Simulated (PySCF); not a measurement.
Isomers of C7H8O2. Method: TDDFT CAM-B3LYP/def2-SVPD, vertical, gas phase, core orbitals frozen in the response in PySCF 2.14.0, density-fitted response routines. Geometries: GFN2-xTB; one conformer of each isolated species. Triplets are in the Tamm–Dancoff approximation.

A. `C1C(=O)C[C@H](C=O)CC=1`
B. `C=C/C=C\C(C(O)=O)=C`
C. `C#CCC/C=C\C(=O)O`
D. `CC#C/C=C\OC(C)=O`

Lowest singlet levels (six at most, fewer where fewer were computed) with oscillator strengths:

1. 4.53 eV (f 0.204); 5.18 eV (f 0.005); 5.66 eV (f 0.379); 6.42 eV (f 0.378); 6.55 eV (f 0.007); 6.79 eV (f 0.012); T1 2.75 eV
2. 5.32 eV (f 0.519); 5.36 eV (f 0.001); 5.78 eV (f 0.001); 6.12 eV (f 0.001); 6.41 eV (f 0.001); 6.67 eV (f 0.052); T1 3.34 eV
3. 4.99 eV (f 0.001); 6.01 eV (f 0.307); 6.38 eV (f 0.035); 6.56 eV (f 0.069); 6.71 eV (f 0.003); 6.97 eV (f 0.001); T1 3.79 eV
4. 3.85 eV (f 0.000); 4.28 eV (f 0.000); 5.83 eV (f 0.145); 6.07 eV (f 0.101); 6.26 eV (f 0.011); 6.77 eV (f 0.058); T1 3.36 eV

Question: Match each spectrum to its molecule.

Answer: 1 = B, 2 = D, 3 = C, 4 = A.
- A: S1 at 3.85 eV, HOMO→LUMO (87%); Löwdin shares by element: HOMO oxygen 55% or more, carbon 30% or more (atoms not listed hold the other 15%); LUMO carbon 53% or more, oxygen 20% or more (atoms not listed hold the other 26%); HOMO -8.87 and LUMO -0.69 eV.
- B: S1 at 4.53 eV, HOMO→LUMO (97%); Löwdin shares by element: HOMO carbon 72% or more (atoms not listed hold the other 28%); LUMO carbon 58% or more (atoms not listed hold the other 42%); HOMO -7.87 and LUMO -0.77 eV.
- C: S1 at 4.99 eV, HOMO-3→LUMO (51%), HOMO-2→LUMO (32%); Löwdin shares by element: HOMO carbon 70% or more (atoms not listed hold the other 30%); LUMO carbon 63% or more, oxygen 14% or more (atoms not listed hold the other 24%); HOMO -9.13 and LUMO -0.41 eV.
- D: S1 at 5.32 eV, HOMO→LUMO (91%); Löwdin shares by element: HOMO carbon 78% or more (atoms not listed hold the other 22%); LUMO carbon 62% or more (atoms not listed hold the other 38%); HOMO -7.84 and LUMO 0.12 eV.
